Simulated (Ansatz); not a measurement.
System: C2H10O2Si2, net charge 0, singlet state. 
Coordinates optimised at B3LYP-D3(BJ)/def2-TZVP (Ansatz, a first-principles code):
SMILES: [SiH3]OCCO[SiH3]
```xyz
16

Si    -3.2425     0.1209     0.6596
O     -1.6979    -0.4115     0.4507
C     -0.6273     0.4240     0.0388
C      0.6273    -0.4240    -0.0388
O      1.6979     0.4115    -0.4507
Si     3.2425    -0.1209    -0.6596
H     -3.2970     1.1862     1.6923
H     -3.7836     0.6764    -0.6065
H     -4.0313    -1.0510     1.0865
H     -0.4715     1.2404     0.7522
H     -0.8305     0.8644    -0.9434
H      0.8305    -0.8644     0.9434
H      0.4715    -1.2404    -0.7522
H      3.7836    -0.6764     0.6065
H      4.0313     1.0510    -1.0865
H      3.2970    -1.1862    -1.6923
```

Basis-set convergence of Hartree-Fock and MP2 correlation energies (hartree) with Ansatz. Valence correlation only, unless marked. No spin-orbit coupling. Non-relativistic.

```
basis            functions       E(HF)  E(corr, MP2)
---------------  ---------  ----------  ------------
aug-cc-pV(D+d)Z        246  -809.24308      -0.90035
aug-cc-pV(T+d)Z        524  (withheld)    (withheld)
```

### Question
What belongs in the gaps?

### Answer

- aug-cc-pV(T+d)Z, E(HF): -809.33605
- aug-cc-pV(T+d)Z, E(corr, MP2): -1.08855
